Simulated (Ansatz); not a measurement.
`[CH3][AlH][SiH](O)F` + H₂ → `O[SiH](F)[AlH2]` + CH₄ at 500 K and 1 bar (hydrogenolysis of the Al–C bond).

Gas-phase electronic energies from Ansatz, PBE0-D4/def2-TZVP geometries. CCSD(T)/CBS adds triple-zeta CCSD(T) − MP2 to the extrapolated MP2 energy (def2 sets, frozen cores). This one scheme is used for every species. Each species was taken in one conformer, which may not be the lowest.

| species | CCSD(T)/CBS energy (Eh) | H − E (kJ/mol) | S (J/(mol·K)) |
| --- | --- | --- | --- |
| `[CH3][AlH][SiH](O)F` | -747.83182 | 236.1 | 475.6 |
| H₂ | -1.17544 | 41.0 | 145.5 |
| `O[SiH](F)[AlH2]` | -708.55508 | 147.8 | 405.9 |
| CH₄ | -40.46206 | 135.6 | 206.8 |

H − E and S are ideal-gas, rigid-rotor, harmonic terms from PBE0-D4/def2-TZVP, for one conformer and one mirror image of each species. For small species the MP2-based limit differs from directly extrapolated CCSD(T) by up to some mEh (0.8 for H₂); such offsets cancel only in part. 1 Eh = 2625.50 kJ/mol, R = 8.31446 J/(mol·K).

Problem. By hand: ΔE, ΔH, ΔS and ΔG.

Solution. ΔE = (-708.55508) + (-40.46206) − (-747.83182) − (-1.17544) = -0.00988 Eh = -25.9 kJ/mol. Δ(H − E) = 147.8 + 135.6 − 236.1 − 41.0 = 6.3, so ΔH = -19.6 kJ/mol. ΔS = 405.9 + 206.8 − 475.6 − 145.5 = -8.4 J/(mol·K). ΔG = -19.6 − 500 × (-8.4)/1000 = -15.4 kJ/mol.

Problem. By hand: the equilibrium constant, and the temperature at which ΔG would vanish if ΔH and ΔS stayed fixed.

Solution. log₁₀ K = −ΔG/(RT ln 10) = 1.6. ΔG = 0 at ΔH/ΔS = 2333 K, though so small a ΔS makes that figure unsure.

The number of gas molecules stays the same, so ΔS is small and ΔH decides. A doubt of 5 kJ/mol in ΔE shifts log₁₀ K by 0.5 here. Other conformers and mirror images would add mixing entropy, several J/(mol·K) or more a flexible species. Modes under 60 cm⁻¹, often nearly free rotors, make the harmonic entropy too high. These are equilibria of isolated gas molecules and say nothing of rates. Largest T1 diagnostic: 0.012 (customary marks: 0.02 for closed shells, 0.045 for open ones).
